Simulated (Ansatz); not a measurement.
## Strength of the In–H bond: C2H7InO → C2H6InO + H

Species: C2H7InO `C[O][InH][CH3]`, singlet; C2H6InO `C[O][In][CH3]`, doublet; H atom, doublet. 

Shapes, held fixed at every level: PBE0-D4/def2-TZVP. Flexible molecules stand in one conformer, not always the lowest. Programs: Ansatz 0.2.0. Electronic energies: no zero-point or thermal term.

```csv
level,kind,ΔE (kJ/mol)
HF/def2-SVP,Hartree–Fock,+217.7
HF/def2-TZVPP,Hartree–Fock,+220.5
B3LYP-D4/def2-TZVPP,global hybrid,+286.6
BHLYP-D4/def2-TZVPP,global hybrid,+293.1
r2SCAN0-D4/def2-TZVPP,global hybrid,+290.0
B2PLYP/def2-TZVPP,double hybrid,+289.8
CCSD(T)/def2-SVP,coupled cluster or CI,+286.8
MP2/def2-TZVPP,perturbation theory,+294.4
```

MP2/def2-TZVPP gives ΔE = +294.4 kJ/mol; the levels span +217.7 to +294.4. The median of the levels is +288.3. Hartree–Fock misses the correlation of the pair that is broken and comes out low. No measured value is set beside it here. Open shells run unrestricted unless RO is named. For atoms past krypton def2 sets carry core potentials with scalar relativity. Correlated rows may include outer-core shells of In, which these sets cover unevenly.
